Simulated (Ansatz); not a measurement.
Cartesian coordinates in Å:
```
N 0.8472 -2.0437 0.4260
C 0.3804 -1.0013 0.2710
Si -0.4702 0.6319 0.2420
F 0.6396 1.7470 0.0979
F -1.3970 0.6661 -1.0370
```

The species carries charge 0 and has multiplicity 2.

List the r2SCAN/def2-TZVPP orbital energies in eV (Ansatz 0.2.0). (An estimate is asked.)

The calculation gave: α occupied: -1794.49, -667.53, -667.53, -386.41, -274.48, -144.66, -99.59, -99.55, -99.53, -32.92, -32.47, -24.56, -16.36, -14.06, -13.66, -12.75, -12.07, -11.96, -11.60, -9.99, -9.66, -9.62, -7.09. α empty: -2.30, -2.14, 1.10, 1.11, 1.96, 2.52, 3.90, 5.17. β occupied: -1794.39, -667.46, -667.46, -386.37, -274.44, -144.58, -99.46, -99.43, -99.37, -32.79, -32.33, -24.48, -16.03, -13.88, -13.50, -12.48, -11.97, -11.81, -11.53, -9.80, -9.61, -9.53. β empty: -4.23, -2.02, -1.58, 1.79, 2.00, 2.27, 2.57, 4.52. ⟨S²⟩ = 0.753.
